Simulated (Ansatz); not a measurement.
Reaction (cleavage of the Si–Ga bond): `[SiH3][SiH2][GaH2]` + H₂Te → `[SiH3][SiH2][TeH]` + `[GaH3]`

Calculated with Ansatz (gas phase, PBE0-D4/def2-TZVP geometries, no zero-point term in ΔE). CCSD(T)/CBS is the MP2 limit (def2-TZVPP, def2-QZVPP) plus CCSD(T) − MP2 in def2-TZVPP, frozen cores. DFT in def2-TZVPP. HSE06 is defined as in plane-wave codes. Elements past krypton have def2 core potentials. For Ga, Te outer-core shells are correlated without core-valence functions, which leaves a few kJ/mol of doubt a bond. Scalar relativity is left out up to krypton.

```tsv
level	ΔE (kcal/mol)	difference from CCSD(T)/CBS
revPBE-D4	-6.7	1.8
r2SCANh-D4	-7.7	0.8
B2PLYP	-7.9	0.6
PBE-QIDH	-8.6	-0.1
PBE	-6.0	2.5
r2SCAN	-7.4	1.1
r2SCAN0	-8.1	0.4
HSE06	-7.0	1.5
BHLYP	-8.0	0.5
HF/def2-TZVPP	-9.7	-1.2
CCSD(T)/def2-TZVPP	-7.0	1.5
HF/def2-QZVPP	-10.0	-1.5
MP2/def2-QZVPP	-10.8	-2.3
SCS-MP2/def2-QZVPP	-10.3	-1.8
HF/CBS(def2)	-10.0	-1.5
MP2/CBS(def2)	-11.3	-2.8
CCSD(T)/CBS	-8.5	0
```

Largest T1 diagnostic among the species: 0.014.

Leaving LDA and LC-ωPBE aside and taking each functional with its dispersion term where it has one, the values, not all of them listed here, spread over 2.4 kcal/mol, from BHLYP-D4 to PBE-D4. From PBE to PBE0 (25 % exact exchange), in def2-TZVPP and without D4, ΔE moves by −1.0 kcal/mol.
